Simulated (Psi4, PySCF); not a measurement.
Here is a job for Psi4.
```
memory 2 GB

molecule mol {
1 2
  Cu   -0.000000   -0.000000   -0.407068
  F     0.000000    0.000000    1.311665
}

set basis 6-31g**
set reference uks
set scf_type pk
set puream true
set d_convergence 1e-8
set dft_radial_points 99
set dft_spherical_points 590

energy('b97m-v')
print_variables()
```

**Question.** Write the same job for PySCF.

**Answer.** This is not unique; one that fits is 
```python
from pyscf import gto, scf, dft

mol = gto.Mole()
mol.atom = '''
    Cu   -0.00000000   -0.00000000   -0.40706850
    F     0.00000000    0.00000000    1.31166518
'''
mol.basis = '6-31g**'
mol.charge = 1
mol.spin = 1
mol.verbose = 3
mol.build()

mf = dft.UKS(mol)
mf.xc = 'b97m_v'
mf.grids.atom_grid = (99, 590)
mf.grids.prune = None
mf.kernel()
```

Both were run: Psi4 gave -1739.307018 Eh and PySCF -1739.307018 Eh, 0.001 mEh apart.
